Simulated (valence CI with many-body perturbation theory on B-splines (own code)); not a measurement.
Values are calculated unless marked as measured or tabulated.
## Basis-set convergence for Ti IX

Method: valence CI with perturbative core correlation (CI+MBPT): four valence electrons over a frozen Dirac-Fock core [Ne], a basis of 9 s, 9 p, 8 d, 6 f, 3 g, 1 h functions for each j, with the one-electron correlation potential Σ1, the two-electron term Σ2, the three-electron term Σ3, Breit, model QED; selected CI, second order for the rest, scaled by the run's own slope (own B-spline code, finite nucleus).

No measured spectrum was set against this ion. As an estimate, levels of excited configurations hold to 0.05 to 0.15 % of their energy, terms of the ground configuration to about 0.5 %.

The reference run has the lowest level 3s2 3p2 3P_0 and an ionisation energy of 192.358 eV. Its largest variational space holds 20096 state functions.

Names give the largest LS component (configuration and term), which can be under half, so a name can repeat, a term be missing and a line seem to break the LS rules; names also repeat where a configuration has a term twice.

Changed runs:
A. basis 6 s, 6 p, 5 d, 3 f, 1 g
B. basis 5 s, 5 p, 4 d, 2 f

Excitation energies of the reference run in cm⁻¹, and shifts in cm⁻¹:

```tsv
Level	Reference	A	B
3s2 3p2 3P_1	3115	-4.7	-10
3s2 3p2 3P_2	7291	-3.9	-2.1
3s2 3p2 1D_2	28697	+113	+432
3s2 3p2 1S_0	61368	+175	+583
3s 3p3 5S°_2	145001	-176	-547
3s 3p3 3D°_1	200179	+1.6	+58
3s 3p3 3D°_2	200267	+1.8	+60
3s 3p3 3D°_3	200971	+2.6	+59
3s 3p3 3P°_0	230622	+74	+305
3s 3p3 3P°_1	230751	+73	+301
3s 3p3 3P°_2	230857	+70	+291
3s 3p3 1D°_2	254022	+60	+124
Ionisation energy (eV)	192.358	-0.018	-0.051
```
